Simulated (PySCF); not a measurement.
# Computed records: CH$_{4}$BO, BH$_{4}$OSi, BFH$_{3}$Si, BH$_{2}$OSi and others

Computed with PySCF 2.14.0. Calculation on a computer-drawn molecule: optimised geometry and harmonic frequencies of an isolated molecule of the commonest isotopes, restricted reference for singlets and unrestricted otherwise, frozen core in MP2.

Common to all runs: charge 0; multiplicity 2.

(1) CH$_{4}$BO

Start structure:
```xyz
7
CH4BO
B     -0.6492    -2.1816     0.0086
O     -0.4809    -1.7074     1.2341
C     -1.1638    -0.5896     1.7648
H     -1.4082    -1.7160    -0.8072
H     -0.4304     0.1602     2.0574
H     -1.8513    -0.1630     1.0340
H     -1.7185    -0.9064     2.6466
```

Settings of this run: method MP2 and basis cc-pVDZ.

Results for CH$_{4}$BO: rotational constants 51.34, 11.33, 9.87 GHz; total energy -140.1071 hartree; spin squared 0.7542; convergence status largest gradient component 1.008e-05 hartree/bohr.

Drawn bonds:
```csv
atom,other atom,order
1,2,1
2,3,1
1,4,1
3,5,1
3,6,1
3,7,1
```

Optimised structure:
```xyz
7
CH4BO
B     -0.6510    -2.1824     0.0032
O     -0.4551    -1.7305     1.2487
C     -1.1648    -0.5883     1.7649
H     -1.4225    -1.6940    -0.7987
H     -0.4266     0.1729     2.0572
H     -1.8524    -0.1751     1.0097
H     -1.7299    -0.9063     2.6534
```

Modes:
```csv
frequency (cm⁻¹),reduced mass (dalton)
129.8,1.241
389,2.583
587.3,1.401
957.4,4.129
1010,1.455
1180,1.273
1182,1.365
1369,3.803
1490,1.285
1495,1.046
1506,1.097
2584,1.096
3092,1.03
3205,1.108
3213,1.108
```

(2) BH$_{4}$OSi

Start structure:
```xyz
7
BH4OSi
B     -3.3337     1.1077     0.9665
O     -2.1166     0.8076     1.0797
Si    -0.5062     0.5062     0.8053
H     -3.9771     1.1250    -0.0686
H     -0.3398    -0.7386     1.6144
H      0.2007     1.6705     1.3579
H     -0.2290     0.3155    -0.6106
```

It was run with method HF and basis cc-pV(D+d)Z.

The calculation gives: rotational constants 47.12, 6.085, 5.75 GHz; total energy -390.8286 hartree; spin squared 0.7534; convergence status largest gradient component 1.08e-05 hartree/bohr.

Drawn bonds:
```csv
atom,other atom,order
1,2,1
2,3,1
1,4,1
3,5,1
3,6,1
3,7,1
```

Optimised structure:
```xyz
7
BH4OSi
B     -3.3660     1.0912     0.8948
O     -2.1592     0.8777     1.4182
Si    -0.6197     0.5183     0.8859
H     -3.6079     1.0554    -0.2894
H     -0.2148    -0.7608     1.4948
H      0.2783     1.5998     1.3272
H     -0.6125     0.4122    -0.5870
```

Modes:
```csv
frequency (cm⁻¹),reduced mass (dalton)
74.1,1.464
196.4,3.19
364.1,1.536
756.8,2.316
781.7,1.911
783.4,1.176
1034,1.055
1038,1.055
1053,1.111
1073,1.286
1419,8.708
2335,1.044
2351,1.053
2356,1.025
2617,1.092
```

(3) BFH$_{3}$Si

Start structure:
```xyz
6
BFH3Si
B      0.3573     0.1474    -3.2956
Si     0.5242     1.3492    -1.7852
F      0.2568     0.6463    -0.4378
H      0.1038     0.0164    -4.4111
H     -0.3599     2.5919    -1.7586
H      1.8877     1.8089    -1.7263
```

It was run with method HF and basis cc-pV(D+d)Z.

It finds rotational constants 23.64, 6.762, 5.605 GHz; total energy -414.7795 hartree; spin squared 0.7588; convergence status largest gradient component 3.455e-05 hartree/bohr.

Drawn bonds:
```csv
atom,other atom,order
1,2,1
2,3,1
1,4,1
2,5,1
2,6,1
```

Optimised structure:
```xyz
6
BFH3Si
B      0.1825     0.0904    -3.2668
Si     0.5323     1.3657    -1.7627
F      0.2789     0.6569    -0.3278
H      0.2208     0.1140    -4.4579
H     -0.3849     2.5214    -1.8296
H      1.9403     1.8116    -1.7697
```

Modes:
```csv
frequency (cm⁻¹),reduced mass (dalton)
260.5,1.216
264.3,4.202
450.8,1.217
523.5,1.309
676.3,5.6
810.2,1.115
878,5.609
977,1.325
1008,1.075
2330,1.052
2331,1.029
2793,1.097
```

(4) BH$_{4}$OSi

Start structure:
```xyz
7
BH4OSi
B      0.9985     0.8233    -1.5286
Si     1.6180     2.5206    -0.8167
O      0.5320     3.6675    -0.6630
H      1.1409    -0.3297    -1.3929
H      2.7586     2.9495    -1.7035
H      2.1786     2.5658     0.6151
H      0.0552     3.9181    -1.4748
```

Here we set method HF and basis cc-pV(D+d)Z.

The calculation gives: rotational constants 22.53, 6.77, 5.58 GHz; total energy -390.7698 hartree; spin squared 0.7585; convergence status largest gradient component 4.063e-05 hartree/bohr.

Drawn bonds:
```csv
atom,other atom,order
1,2,1
2,3,1
1,4,1
2,5,1
2,6,1
3,7,1
```

Optimised structure:
```xyz
7
BH4OSi
B      0.9276     0.8332    -1.4570
Si     1.6733     2.5708    -0.7710
O      0.5451     3.7811    -0.7347
H      1.1998    -0.3285    -1.4497
H      2.7915     2.9024    -1.6924
H      2.1863     2.4859     0.6109
H     -0.0417     3.8701    -1.4705
```

Modes:
```csv
frequency (cm⁻¹),reduced mass (dalton)
216,1.52
246.8,1.464
389.3,1.422
448.8,1.258
561.7,1.293
667.7,5.437
789.2,1.079
868.9,2.459
929.3,1.825
977.8,1.18
1019,1.075
2276,1.041
2330,1.039
2782,1.097
4174,1.067
```

(5) BH$_{2}$OSi

Start structure:
```xyz
5
BH2OSi
B     -1.9726     0.2674     1.1281
Si    -1.0898    -1.3841     1.2667
O      0.1017    -1.8410     0.4797
H     -2.2965     1.4208     1.3789
H     -1.7267    -2.2098     2.2057
```

Here we set method HF and basis cc-pV(D+d)Z.

Results for BH$_{2}$OSi: rotational constants 39.54, 7.302, 6.179 GHz; total energy -389.5571 hartree; spin squared 0.7713; convergence status largest gradient component 4.31e-05 hartree/bohr.

Drawn bonds:
```csv
atom,other atom,order
1,2,1
2,3,2
1,4,1
2,5,1
```

Optimised structure:
```xyz
5
BH2OSi
B     -1.9775     0.3129     1.1516
Si    -1.0721    -1.4057     1.2786
O      0.1136    -1.8072     0.4453
H     -2.2910     1.4383     1.3357
H     -1.7569    -2.2850     2.2479
```

Modes:
```csv
frequency (cm⁻¹),reduced mass (dalton)
189,1.257
238.6,3.711
577.6,1.409
647.8,1.422
754.5,3.766
910.5,1.195
1286,16.72
2337,1.043
2874,1.102
```

(6) CH$_{3}$BN

Start structure:
```xyz
6
CH3BN
C      1.4541     0.3451     1.8432
B      0.6121    -0.1845     0.7425
N     -0.0882    -0.7410    -0.2195
H      1.0269     1.0833     2.4865
H      2.5003     0.1033     1.9291
H     -0.6810    -1.0314    -0.8969
```

It was run with method HF and basis cc-pVDZ.

The calculation gives: rotational constants 295.5, 8.101, 7.885 GHz; total energy -118.7329 hartree; spin squared 0.7788; convergence status largest gradient component 1.88e-05 hartree/bohr.

Drawn bonds:
```csv
atom,other atom,order
1,2,1
2,3,2
1,4,1
1,5,1
3,6,1
```

Optimised structure:
```xyz
6
CH3BN
C      1.4496     0.3698     1.8153
B      0.5934    -0.2146     0.7085
N     -0.1029    -0.6900    -0.1909
H      1.0526     1.0850     2.5249
H      2.4896     0.0936     1.9368
H     -0.6582    -1.0689    -0.9097
```

Modes:
```csv
frequency (cm⁻¹),reduced mass (dalton)
354.4,2.708
391.9,3.49
456,1.14
475.2,1.158
610.1,1.558
913.9,4.564
938.4,1.543
1510,1.149
2075,7.929
3301,1.054
3401,1.114
4097,1.101
```

(7) CH$_{2}$BO

Start structure:
```xyz
5
CH2BO
C     -0.2671    -0.9814     0.7176
B     -0.7599     0.4883     0.7225
O     -1.0031     1.6872     0.6860
H     -0.1316    -1.4670     1.6701
H     -0.1506    -1.6343    -0.1791
```

Settings of this run: method HF and basis cc-pVDZ.

The calculation gives: rotational constants 293.3, 8.614, 8.368 GHz; total energy -138.6085 hartree; spin squared 0.7659; convergence status largest gradient component 2.752e-05 hartree/bohr.

Drawn bonds:
```csv
atom,other atom,order
1,2,1
2,3,2
1,4,1
1,5,1
```

Optimised structure:
```xyz
5
CH2BO
C     -0.2973    -0.9782     0.7399
B     -0.7014     0.4817     0.6997
O     -1.0191     1.6290     0.6680
H     -0.1227    -1.4877     1.6785
H     -0.1718    -1.5520    -0.1690
```

Modes:
```csv
frequency (cm⁻¹),reduced mass (dalton)
383.2,2.705
433,2.904
619.9,1.773
914.8,5.077
947.7,1.634
1505,1.15
2157,11.96
3309,1.054
3417,1.116
```

(8) CH$_{2}$BO

Start structure:
```xyz
5
CH2BO
C     -0.2973    -0.9782     0.7399
B     -0.7014     0.4817     0.6997
O     -1.0191     1.6290     0.6680
H     -0.1227    -1.4877     1.6785
H     -0.1718    -1.5520    -0.1690
```

It was run with method MP2 and basis cc-pVDZ.

It finds rotational constants 288.5, 8.39, 8.153 GHz; total energy -138.9806 hartree; spin squared 0.7681; convergence status largest gradient component 3.751e-05 hartree/bohr.

Drawn bonds:
```csv
atom,other atom,order
1,2,1
2,3,2
1,4,1
1,5,1
```

Optimised structure:
```xyz
5
CH2BO
C     -0.2957    -0.9836     0.7400
B     -0.7009     0.4798     0.6998
O     -1.0274     1.6590     0.6672
H     -0.1194    -1.4987     1.6865
H     -0.1689    -1.5637    -0.1763
```

Modes:
```csv
frequency (cm⁻¹),reduced mass (dalton)
352.3,2.832
401.9,3.586
608.8,1.587
884.4,5.065
893.4,1.589
1426,1.152
1987,11.82
3232,1.054
3347,1.115
```

(9) CH$_{4}$BO

Start structure:
```xyz
7
CH4BO
C     -1.6320    -0.1178     1.2632
B     -0.5008    -0.3000     0.2427
O      0.5875    -1.0905     0.3693
H     -2.4831     0.5297     1.1574
H     -1.5546    -0.6552     2.2223
H     -0.5458     0.3173    -0.8032
H      0.5879    -1.5108     1.2242
```

Here we set method HF and basis cc-pVDZ.

Results for CH$_{4}$BO: rotational constants 51.87, 9.401, 7.959 GHz; total energy -139.7668 hartree; spin squared 0.7588; convergence status largest gradient component 1.805e-05 hartree/bohr.

Drawn bonds:
```csv
atom,other atom,order
1,2,1
2,3,1
1,4,1
1,5,1
2,6,1
3,7,1
```

Optimised structure:
```xyz
7
CH4BO
C     -1.6091    -0.1251     1.2907
B     -0.4977    -0.2774     0.2173
O      0.5821    -1.0780     0.3868
H     -2.4717     0.5168     1.1448
H     -1.5934    -0.6465     2.2461
H     -0.5527     0.3190    -0.8233
H      0.6018    -1.5361     1.2135
```

Modes:
```csv
frequency (cm⁻¹),reduced mass (dalton)
283.8,1.073
409.9,2.139
608.1,1.247
718.2,1.304
858.8,1.526
947.1,1.474
1002,2.098
1134,1.282
1260,1.549
1434,3.105
1558,1.323
2710,1.095
3259,1.059
3355,1.11
4158,1.066
```

(10) CH$_{4}$BO

Start structure:
```xyz
7
CH4BO
C     -1.6091    -0.1251     1.2907
B     -0.4977    -0.2774     0.2173
O      0.5821    -1.0780     0.3868
H     -2.4717     0.5168     1.1448
H     -1.5934    -0.6465     2.2461
H     -0.5527     0.3190    -0.8233
H      0.6018    -1.5361     1.2135
```

Settings of this run: method MP2 and basis cc-pVDZ.

Results for CH$_{4}$BO: rotational constants 51.22, 9.293, 7.866 GHz; total energy -140.1531 hartree; spin squared 0.759; convergence status largest gradient component 3.466e-05 hartree/bohr.

Drawn bonds:
```csv
atom,other atom,order
1,2,1
2,3,1
1,4,1
1,5,1
2,6,1
3,7,1
```

Optimised structure:
```xyz
7
CH4BO
C     -1.6063    -0.1272     1.2911
B     -0.4976    -0.2746     0.2116
O      0.5988    -1.0815     0.3735
H     -2.4786     0.5192     1.1514
H     -1.5863    -0.6563     2.2531
H     -0.5482     0.3221    -0.8360
H      0.5775    -1.5289     1.2313
```

Modes:
```csv
frequency (cm⁻¹),reduced mass (dalton)
270.6,1.076
384.5,2.122
600.8,1.273
725.2,1.349
816.7,1.466
904.4,1.384
966.5,2.119
1080,1.289
1213,1.522
1379,2.829
1481,1.445
2670,1.096
3184,1.059
3291,1.11
3850,1.066
```
